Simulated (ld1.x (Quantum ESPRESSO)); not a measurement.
**Configuration tests for nitrogen (RRKJ)**

ld1.x (Quantum ESPRESSO) 7.5 input, shortened:

```
&input
   title='N', zed=7., rel=1, dft='PBE', iswitch=3,
   config='[He] 2s2 2p2 3d-2'
 /
 &inputp
   pseudotype=2, tm=.false., lloc=0,
   nlcc=.true., new_core_ps=.true., rcore=0.65
 /
3
2P  2  1   2.00   0.00  1.45  1.45  0.0
3D  3  2  -2.00  -0.10  1.30  1.30  0.0
2S  1  0   2.00   0.00  0.80  0.80  0.0
 &test
   configts(1)='2s2 2p2'
 /
```

Energies are relative to the spin-unpolarised reference configuration 2s2 2p2; without spin polarisation the order of configurations can differ from experiment. The frozen-core shift is the all-electron ΔE with the core orbitals held at their reference shape minus the fully relaxed ΔE.

```csv
valence configuration,charge,ΔE all-electron (eV),error AE − PS (meV),frozen-core shift (meV)
2s2 2p3,0,-13.591,+13,+0.1
2s2 2p1,+2,28.854,+67,+1.0
2s2 2p0,+3,75.936,+501,+7.9
2s0 2p5,0,9.450,+104,+1.6
2s2 2p3.3,-0.3,-15.210,+15,+0.1
2s1 2p3,+1,11.781,+12,+0.5
```

(1) What are ΔE and the potential's error for 2s2 2p2.5?

Results:

(1) ΔE = -8.498 eV all-electron; the error (AE − PS) is +5.4 meV.
